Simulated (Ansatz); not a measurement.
Saddle point of CH₆InN, closed shell (CH₆InN ([CH3][InH][NH2]) → CH₄InN ([CH3][In][NH]) + H₂; bonds formed: H2–H4; bonds broken: In1–H2, N3–H4), PBE0-D4/def2-TZVP structure:

```xyz
9
angstrom
In -0.1402 0.3244 -0.1108
H -1.1738 -1.2307 -1.2843
N -1.4498 1.0149 -1.3650
H -1.5213 -0.3769 -1.5601
C 1.3078 -0.3394 1.2838
H -1.6895 1.9913 -1.5253
H 2.2307 0.2289 1.1682
H 0.9314 -0.2175 2.2994
H 1.5048 -1.3950 1.0942
```

Energies are electronic, without zero-point energy. Barriers and step energies count from the start structure reached by relaxing down the imaginary mode; all methods use the PBE0-D4 structures, on which another method's saddle can fall below an end. Computed with Ansatz 0.2.0 (basis: def2-TZVPP, with def2-QZVPP for the basis limit); correlated methods freeze the cores. Filled d shells of the heavier atoms are correlated. Core potentials replace the inner electrons of the atoms past krypton. The def2 sets are not built for correlating such inner shells, so the correlated values are less sure here. B3LYP uses VWN-RPA correlation. Extrapolation: Hartree–Fock as exp(−7.88 √X), correlation as X^−2.97.

```csv
method,barrier (kcal/mol),step energy (kcal/mol)
SPW92,59.94,53.03
PBE-D4,60.57,46.23
BLYP-D4,?,42.76
r2SCAN-D4,65.63,50.60
B97M-V,67.83,52.92
PBE0-D4,68.80,54.52
B3LYP-D4,67.81,50.28
r2SCAN0-D4,71.75,56.83
BHLYP-D4,?,59.43
CAM-B3LYP-D4,72.96,56.74
wB97X-V,74.68,58.27
wB97M-V,73.56,57.31
B2PLYP,67.68,48.83
PBE-QIDH,71.76,55.69
RPA on PBE,?,47.99
HF,89.86,68.54
MP2,66.96,47.24
CCSD,74.58,55.69
CCSD(T),70.11,51.31
```

(1) Fill in the withheld barriers. (Judge from chemistry; the value comes from the calculation.)

T1 diagnostic: at most 0.025. The restricted Hartree–Fock reference is unstable towards an unrestricted one at one or more of these structures.

Answers

(1) By the calculation: RPA on PBE 67.94; BLYP-D4 60.90; BHLYP-D4 77.02 kcal/mol. Each is the energy of the saddle less that of the start structure, by the same method.

For comparison, the barrier by CCSD(T) at an estimated basis limit (MP2 extrapolated from triple and quadruple zeta, plus CCSD(T) − MP2 in triple zeta) is 68.97 kcal/mol.

Labels in which every atom is bracketed show which atoms are joined, not bond orders.

For scale, one of the runs: CCSD(T)/def2-TZVPP, 196 basis functions, launched by `ansatz run in.yaml --threads 4 --pin off --events-out ev --progress --plain --max-ram 9574MiB`. Time: 59 s of wall clock on 4 CPU threads of an Arm Neoverse V1; the host was shared. Peak host memory: 2.6 GiB.
